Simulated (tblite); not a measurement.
C₇H₁₂O₂.
Z-matrix (Å and degrees, GFN2-xTB geometry), rows numbered from 1:
```
C 
O   1  1.4067
C   2  1.4063  1  114.78
C   3  1.5403  2  113.51  1    70.93
O   4  1.4058  3  113.24  2   163.38
C   5  1.4021  4  115.57  3    72.30
C   6  1.5096  5  114.48  4   167.98
C   7  1.3284  6   94.00  5   121.44
C   8  1.5031  7   94.97  6    -2.43
H   1  1.0969  2  111.14  3    51.58
H   1  1.0884  2  106.18  3   170.36
H   1  1.0953  2  112.09  3   -70.70
H   3  1.1010  2  110.31  1   -52.97
H   3  1.0929  2  105.30  1  -170.51
H   4  1.1012  3  110.22  2   -73.01
H   4  1.0933  3  108.65  2    46.47
H   6  1.1005  5  110.34  4    38.43
H   7  1.0731  6  130.83  5   -58.79
H   8  1.0744  7  134.16  6   176.90
H   9  1.0875  6  113.13  5    -3.12
H   9  1.0899  6  116.01  5   125.22
```

Computed with GFN2-xTB (tblite): harmonic, unscaled wavenumbers at the GFN2-xTB geometry, gas phase. Errors from tens to a few hundred cm⁻¹ against measured bands are possible. One conformer, not necessarily the lowest.

Harmonic wavenumbers (cm⁻¹): 47.1, 51.5, 83.9, 116.2, 177.7, 196.8, 275.3, 310.4, 344.8, 428.5, 462.1, 561.8, 729.7, 814.0, 819.8, 854.7, 901.4, 957.2, 972.0, 999.1, 1012.2, 1027.5, 1033.6, 1072.6, 1090.5, 1110.8, 1122.1, 1134.9, 1163.4, 1178.8, 1181.6, 1195.8, 1240.9, 1255.9, 1270.8, 1300.8, 1322.4, 1354.6, 1405.6, 1442.0, 1457.4, 1460.8, 1473.9, 1491.4, 1660.0, 2839.5, 2854.2, 2861.4, 2905.6, 2931.0, 2970.4, 2975.9, 2979.4, 3015.9, 3026.8, 3122.8, 3145.5.

A = 4699, B = 713.0, C = 668.9 MHz; mass 128.084 u (most abundant isotopes); point group C1, symmetry number 1.

**Question.** What is the zero-point energy?

**Answer.** ½Σν̃ = 38596 cm⁻¹ = 461.72 kJ/mol.

**Question.** Entropy at 400 K, 1 bar (ideal gas, RRHO, classical rotation)?

**Answer.** Translation 175.48, rotation 126.47, vibration 167.28: S = 469.2 J/(mol K).

**Question.** And Cp and H(400 K) − H(0)?

**Answer.** Cp = 204.60 J/(mol K), of which vibrations give 171.34 (their classical limit is 57 R = 473.9); H(400 K) − H(0) = 47.07 kJ/mol without the zero-point energy, 33.77 from vibrations.

**Question.** Which modes carry the vibrational entropy at 400 K?

**Answer.** 47.1 cm⁻¹: 23.09; 51.5 cm⁻¹: 22.35; 83.9 cm⁻¹: 18.31; 116.2 cm⁻¹: 15.63; 177.7 cm⁻¹: 12.18; 196.8 cm⁻¹: 11.36 J/(mol K); the other 51 give 64.38 together.

**Question.** Blend soft modes into free rotors: weight 1/[1 + (100 cm⁻¹/ν̃)⁴] for the oscillator and the rest for a rotor with moment μB/(μ + B), μ = h/(8π²ν), B = 10⁻⁴⁴ kg m². What vibrational entropy results?

**Answer.** 150.61 J/(mol K) in place of 167.28, which changes −T·S at 400 K by +6.67 kJ/mol.

Hindered rotation and anharmonicity are outside this model. Other conformers, if any are populated, would add a mixing term that is left out. The structure is chiral; the term R ln 2 for an equal mix with its mirror image is left out.
